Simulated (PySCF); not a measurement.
C₆H₈Si.
Geometry (GFN2-xTB, Å), atoms numbered from 1 in this order:
```xyz
15
C6H8Si angstrom
C      3.3252    0.5897   -0.1492
C      2.1317    0.4610   -0.2084
C      0.7318    0.2992   -0.2667
C     -0.1333    1.3175   -0.3790
Si    -1.9027    0.7118   -0.4239
C     -1.3351   -1.0620    0.0010
C      0.1816   -1.1031   -0.2306
H      4.3662    0.7106   -0.0999
H      0.2122    2.3377   -0.4359
H     -2.5307    0.8213   -1.7463
H     -2.7727    1.3025    0.5971
H     -1.8324   -1.8353   -0.5810
H     -1.5477   -1.2787    1.0481
H      0.4076   -1.5769   -1.1913
H      0.6938   -1.6873    0.5386
```

Theory: TDDFT B3LYP/def2-SVPD, vertical, gas phase, core orbitals frozen in the response (PySCF 2.14.0, density-fitted response routines).

Kohn–Sham orbitals with the atoms that hold most of them (Löwdin shares over 4%, at most four atoms; ? is withheld):

```json
{"orbital": "LUMO+2", "ε (eV)": "0.33", "atoms": "Si5 32%, H11 12%, H10 10%, C4 10%"}
{"orbital": "LUMO+1", "ε (eV)": "0.27", "atoms": "Si5 24%, C6 12%, C7 10%, H13 7%"}
{"orbital": "LUMO", "ε (eV)": "-1.29", "atoms": "C4 25%, C3 22%, C1 17%, C2 13%"}
{"orbital": "HOMO", "ε (eV)": "-6.83", "atoms": "?"}
{"orbital": "HOMO-1", "ε (eV)": "-7.74", "atoms": "?"}
{"orbital": "HOMO-2", "ε (eV)": "-8.36", "atoms": "C6 34%, Si5 20%, C7 9%, C2 6%"}
{"orbital": "HOMO-3", "ε (eV)": "-8.79", "atoms": "C2 20%, C1 16%, Si5 9%, C3 9%"}
```

(1) Which atoms hold the HOMO-1, and with what shares?

(2) Which atoms hold the HOMO, and with what shares?

(3) How does S1 compare with the orbital gap of 5.54 eV?

(4) Give energy, strength and leading configuration of S1, S2, S3 and S5, and follow the Löwdin shares of the leading atoms from the occupied to the empty orbital.

Results:

(1) C1 (bonded to C and H) 39%; C2 (bonded to 2 C) 35%; C4 (bonded to C, Si and H) 6%; C3 (bonded to 3 C) 5%.

(2) C4 (bonded to C, Si and H) 27%; C1 (bonded to C and H) 20%; C3 (bonded to 3 C) 19%; C2 (bonded to 2 C) 16%.

(3) S1 is at 5.09 eV (f = 0.0064), 0.45 eV below the gap, made of HOMO-1→LUMO (95%). Its leading pair isn't HOMO and LUMO; the energies of that pair differ by 6.45 eV. Without the coupling terms of the response equations the lowest excitation would equal the gap.

(4) 
- S1 (5.09 eV, f 0.0064), HOMO-1→LUMO (95%): C1 39% → 17%, C2 35% → 13%, C4 6% → 25%, C3 5% → 22%
- S2 (5.30 eV, f 0.323), HOMO→LUMO (87%): C4 27% → 25%, C1 20% → 17%, C3 19% → 22%
- S3 (6.06 eV, f 0.0013), HOMO-2→LUMO (86%): C6 34% → at most 13%, Si5 20% → at most 13%, C4 at most 6% → 25%, C3 at most 6% → 22%
- S5 (6.26 eV, f 0.0050), HOMO→LUMO+1 (92%): C4 27% → at most 7%, C1 20% → at most 7%, Si5 at most 16% → 24%, C6 at most 16% → 12%

Löwdin shares depend on the basis, the more so with diffuse functions.

One conformer stands for the species.
